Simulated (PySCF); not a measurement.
## Computed spin Hamiltonian

C4H2F3O2 (doublet state).
Atom-mapped SMILES: `[O:1]=[C:2][O:3]/[CH:4]=[CH:5]/[C:6]([F:7])([F:8])[F:9]` (hydrogens: H10 on C4; H11 on C5)

Structure used (GFN2-xTB), in Å, numbered top down from 1:
```
atom  x, y, z in Å
O1     0.8814    0.6064    2.6356
C2     1.8483    0.4832    1.9491
O3     2.0483    0.2128    0.6949
C4     1.0223   -0.0153   -0.2058
C5    -0.2733    0.0066    0.0637
C6    -1.3013   -0.2551   -0.9923
F7    -2.0697   -1.3107   -0.6857
F8    -0.7697   -0.5031   -2.1968
F9    -2.1311    0.7873   -1.1450
H10    1.4296   -0.2197   -1.1876
H11   -0.6793    0.2103    1.0439
```

The hyperfine couplings belong to this conformer and change with its torsions.

Computed, not measured: UKS B3LYP, pcH-1 on C F H O, non-relativistic, mean-field spin-orbit, GIAO in PySCF 2.14.0. Isolated species at its GFN2-xTB geometry (one conformer only). A GFN2-xTB geometry isn't a minimum of the functional, and hyperfine couplings can be far from their values at a DFT geometry. Stability of the SCF solution: not tested.

```json
{"g1, g2, g3": "1.99781, 2.00168, 2.00403", "g_iso": "2.00117", "Form of g": "rhombic: the two nearest values differ by 38 % of g3 − g1", "⟨S²⟩": "0.7531 (exact 0.7500)", "α and β electrons": "35, 34", "HOMO–LUMO gap, α and β orbitals": "5.11, 5.67 eV", "Total energy": "-603.55199 Eh"}
```

Hyperfine couplings atom by atom, in MHz; T1 to T3 are the principal values of the dipolar part; ρ(0) is the spin density at the nucleus:

```json
{"atom": "O1", "isotope": "17O", "a_iso": "-56.0", "T1": "-100.1", "T2": "45.4", "T3": "54.7", "Mulliken spin population": "0.21", "ρ(0) (bohr⁻³)": "0.0924"}
{"atom": "C2", "isotope": "13C", "a_iso": "654.1", "T1": "-53.0", "T2": "-43.8", "T3": "96.8", "Mulliken spin population": "0.72", "ρ(0) (bohr⁻³)": "0.5818"}
{"atom": "O3", "isotope": "17O", "a_iso": "-263.6", "T1": "-19.1", "T2": "8.2", "T3": "10.9", "Mulliken spin population": "0.01", "ρ(0) (bohr⁻³)": "0.4348"}
{"atom": "C4", "isotope": "13C", "a_iso": "47.7", "T1": "-6.9", "T2": "-4.5", "T3": "11.4", "Mulliken spin population": "0.06", "ρ(0) (bohr⁻³)": "0.0424"}
{"atom": "C5", "isotope": "13C", "a_iso": "5.8", "T1": "-3.3", "T2": "0.8", "T3": "2.4", "Mulliken spin population": "-0.01", "ρ(0) (bohr⁻³)": "0.0052"}
{"atom": "C6", "isotope": "13C", "a_iso": "10.5", "T1": "-0.9", "T2": "-0.8", "T3": "1.7", "Mulliken spin population": "0.01", "ρ(0) (bohr⁻³)": "0.0094"}
{"atom": "F7", "isotope": "19F", "a_iso": "-0.7", "T1": "-0.7", "T2": "-0.6", "T3": "1.3", "Mulliken spin population": "0.00", "ρ(0) (bohr⁻³)": "-0.0002"}
{"atom": "F8", "isotope": "19F", "a_iso": "-0.2", "T1": "-1.4", "T2": "-0.2", "T3": "1.6", "Mulliken spin population": "0.00", "ρ(0) (bohr⁻³)": "0.0000"}
{"atom": "F9", "isotope": "19F", "a_iso": "-0.7", "T1": "-0.7", "T2": "-0.6", "T3": "1.3", "Mulliken spin population": "0.00", "ρ(0) (bohr⁻³)": "-0.0002"}
{"atom": "H10", "isotope": "1H", "a_iso": "11.6", "T1": "-3.6", "T2": "-1.7", "T3": "5.3", "Mulliken spin population": "0.01", "ρ(0) (bohr⁻³)": "0.0026"}
{"atom": "H11", "isotope": "1H", "a_iso": "8.9", "T1": "-4.6", "T2": "-1.5", "T3": "6.2", "Mulliken spin population": "0.00", "ρ(0) (bohr⁻³)": "0.0020"}
```

The Mulliken spin populations are largest on C2 (+0.72) and O1 (+0.21).

Under fast tumbling the dipolar parts average out, and these isotropic splittings remain: 1 × 1H (H10, I = 1/2, 2 lines) with 0.41 mT and 1 × 1H (H11, I = 1/2, 2 lines) with 0.32 mT.

The 13C coupling of C2 (654.1 MHz) shows only in satellite lines or after enrichment, since that isotope makes up about 1.07 % of natural carbon.

The 17O coupling of O3 (-263.6 MHz) shows only in satellite lines or after enrichment, since that isotope makes up about 0.038 % of natural oxygen.
